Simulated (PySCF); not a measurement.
Computed IR spectrum (relative IR intensity) of a molecule C₃H₈O₂Si. Coordinates come from a B3LYP-D3(BJ)/def2-SVP optimisation. The values are those of a single conformer. Calculation: B3LYP-D3(BJ)/def2-SVP in PySCF. Frequencies are harmonic and unscaled.

ν (cm⁻¹): 69 (vw), 164 (m), 173 (m), 346 (w), 538 (w), 580 (w), 676 (m), 730 (w), 767 (vs), 852 (m), 907 (m), 942 (vs), 980 (m), 984 (w), 1014 (m), 1086 (w), 1138 (m), 1182 (w), 1472 (w), 1478 (vw), 1829 (vs), 2199 (s), 2233 (s), 2844 (s), 3028 (w), 3101 (w), 3135 (vw), 3878 (m) (against the strongest line: vs over 80 %, s over 45 %, m over 15 %, w over 4 %, vw less)

Q: Pick the molecule that these values belong to.
(A) C[C@@H](C=O)[SiH2]O
(B) CC[Si@H](O)C=O
(C) C=C(OC)[SiH2]O
(D) C[C@H]1OC[Si@@H]1O

A: A, C[C@@H](C=O)[SiH2]O
